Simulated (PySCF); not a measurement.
# Worked example: oscillator strength and radiative lifetime

GeH₂I₂, SMILES [I][GeH2][I].

The structure is a stationary point at B3LYP-D3(BJ)/def2-SVP. The def2 effective core potentials stand for the cores of I; spin–orbit coupling is left out.

TDA-M06-2X/def2-SVPD (PySCF) puts the first singlet state with f over 0.02 at 4.77 eV (vertical), with the transition dipole (-0.622, 0.000, 0.000) in atomic units.

Q: Find the oscillator strength, the wavelength and the radiative lifetime that this transition would have in vacuum if emission retraced absorption.

A: 
|μ|² = 0.3869 au, so |μ| = 1.58 D. ΔE = 4.77/27.211 = 0.1753 hartree. f = (2/3) ΔE |μ|² = 0.045 (the program prints 0.045).
λ = 1239.84/4.77 = 260 nm; ν = 38473 cm⁻¹.
Einstein's coefficient A = 0.6670 ν² f s⁻¹ (ν in cm⁻¹) = 4.5e7 s⁻¹, so τ = 1/A = 22 ns. This state is S1. The figure is the radiative limit of this one transition; relaxation, internal conversion, crossing to triplets and a medium change what is measured.
